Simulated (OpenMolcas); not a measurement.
Mo5+ (d1) among equal point charges was computed by CASSCF with the d shell active (OpenMolcas, ANO-RCC-VDZP on the metal). Its lowest spin-free states, and all those of the highest spin:

```csv
2S+1,Degeneracy,E (cm-1)
2,2,0.0
2,3,2578
```

Problem. Is the site octahedral, tetrahedral or cube-like, axial, or of lower symmetry?

Solution. The states with 2S+1 = 2 have orbital degeneracies 2, 3. Threefold states need a cubic site. For d1 at this spin an octahedron puts the threefold T2 below the twofold E and a tetrahedron or cube puts the twofold E below the threefold T2, so the site is a tetrahedron or a cube, which this pattern cannot tell apart. The first gap at this spin, 2580 cm-1, is |10Dq| in ligand-field theory. The run had Mo5+ among 8 point charges of -0.78 e arranged as a cube (Oh), 2.11 Å from the ion.

An orbital doublet at a regular site is open to a Jahn-Teller distortion, which this geometry leaves out. The ground term spreads over less than 5000 cm-1, several times less than with real ligands, so orbital moments are less quenched and χT lies further from the spin-only value than at real sites. Point charges carry no covalency, so the field is a model and not that of real ligands. No measured value stands beside these numbers.
